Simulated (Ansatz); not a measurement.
Calculated with Ansatz (gas phase, PBE0-D4/def2-TZVP geometries, no zero-point term in ΔE). CCSD(T)/CBS is the MP2 limit (def2-TZVPP, def2-QZVPP) plus CCSD(T) − MP2 in def2-TZVPP, frozen cores. This one scheme is used for every species. DFT in def2-TZVPP. B3LYP here is the variant with VWN-RPA as its local correlation; programs differ in this. HSE06 is defined as in plane-wave codes. One conformer a species, not always the lowest.

Reaction (hydrogenolysis of the Si–C bond): `C[SiH](O)F` + H₂ → `O[SiH2]F` + CH₄

```
             level  ΔE (kcal/mol)  difference from CCSD(T)/CBS
       LDA (SPW92)           -2.1                          1.5
            PBE-D4           -2.8                          0.8
         revPBE-D4           -2.0                          1.6
           BLYP-D4           -3.6                          0.0
         r2SCAN-D4           -2.8                          0.8
            B97M-V           -4.1                         -0.5
           PBE0-D4           -3.4                          0.2
        r2SCANh-D4           -3.0                          0.6
        r2SCAN0-D4           -3.3                          0.3
          BHLYP-D4           -5.0                         -1.4
      CAM-B3LYP-D4           -4.6                         -1.0
           ωB97M-V           -3.2                          0.4
            B2PLYP           -5.1                         -1.5
          PBE-QIDH           -4.0                         -0.4
               PBE           -4.0                         -0.4
            revPBE           -4.8                         -1.2
              BLYP           -6.0                         -2.4
            r2SCAN           -3.1                          0.5
             B3LYP           -6.0                         -2.4
           r2SCANh           -3.3                          0.3
           r2SCAN0           -3.6                          0.0
             HSE06           -4.4                         -0.8
             BHLYP           -6.5                         -2.9
         CAM-B3LYP           -5.6                         -2.0
           LC-ωPBE           -4.2                         -0.6
RPA@PBE/def2-TZVPP           -4.8                         -1.2
       HF/def2-SVP           -9.9                         -6.3
      MP2/def2-SVP           -5.6                         -2.0
     CCSD/def2-SVP           -7.3                         -3.7
  CCSD(T)/def2-SVP           -6.7                         -3.1
    MP2/def2-TZVPP           -3.3                          0.3
SCS-MP2/def2-TZVPP           -4.8                         -1.2
   CCSD/def2-TZVPP           -5.0                         -1.4
CCSD(T)/def2-TZVPP           -4.1                         -0.5
     HF/def2-QZVPP           -8.9                         -5.3
    MP2/def2-QZVPP           -3.0                          0.6
SCS-MP2/def2-QZVPP           -4.5                         -0.9
      HF/CBS(def2)           -8.9                         -5.3
     MP2/CBS(def2)           -2.8                          0.8
    CCSD/CBS(def2)           -4.4                         -0.8
       CCSD(T)/CBS           -3.6                            0
```

(1) What do rigid-rotor, harmonic-oscillator terms from PBE0-D4/def2-TZVP frequencies (298.15 K, 1 bar) make of the CCSD(T)/CBS value? (Estimate.)

Largest T1 diagnostic among the species: 0.011.

## Answers

(1) Ansatz gave: ΔZPE = +3.9 kcal/mol, ΔH = -0.5 kcal/mol, ΔS = 17 J/(mol·K), ΔG = -1.7 kcal/mol.

The D4 term adds +1.8 kcal/mol with B3LYP and +1.0 kcal/mol with PBE0; it sums over pairs of atoms, weighted by their polarisabilities, and B3LYP, whose exchange is more repulsive, gets the larger term. In def2-TZVPP, CCSD(T) changes the Hartree–Fock value by +4.7 kcal/mol (the triples alone add +0.9 kcal/mol) and MP2 by +5.5 kcal/mol. At CCSD(T), def2-SVP lies −3.1 kcal/mol from the extrapolated value and def2-TZVPP −0.6 kcal/mol.
